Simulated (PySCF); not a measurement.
NMR data simulated for an unnamed compound:

1H NMR (300 MHz, computed): δ 2.64 (s, 3H), 2.63 (s, 3H).

13C{1H} NMR (computed): δ 192.9 (C), 181.7 (C), 168.9 (C), 31.8 (CH3), 13.5 (CH3).

No solvent model, single conformer, no relativistic terms, one averaged value for each set of equivalent atoms. GIAO PBE0/pcSseg-1 shieldings; geometry: PBE0-D3(BJ)/def2-SVP; couplings computed with B3LYP/pcJ-1 (without the spin–dipole term); PySCF 2.14.0 with density-fitted response routines.

Chemical shifts δ = σref − σ; 1H (σ = 31.27 ppm) and 13C (σ = 184.41 ppm) against TMS, all at this level.

Which of these does the molecule contain: a Si–CH3 group, a benzene ring, a ketone, an NH or NH2 group, a heteroaromatic ring?

Results:


- A Si–CH3 group: no.
- A benzene ring: no.
- A ketone: yes (δC 192.9).
- An NH or NH2 group: no.
- A heteroaromatic ring: yes.

The data belong to `InChI=1S/C5H6N2O2/c1-3(8)5-6-4(2)9-7-5/h1-2H3`; they needn't prove each group on their own.

Carbon signals by region: 3 in the far downfield region (above 160 ppm), 2 below 50 ppm. Above 160 ppm: 192.9, ketone carbonyl carbon, 181.7, substituted aromatic carbon next to the ring oxygen, 168.9, substituted aromatic carbon next to a ring nitrogen.

Shifts are as computed. Against solution values, carbons near 30 ppm lie about +2 ppm off and those near 130 ppm about +5 ppm. Of 1211 compounds with measured shifts, 218 miss one by over three times the rms of a fit or turn the order of signals round; such compounds aren't used in these exercises.
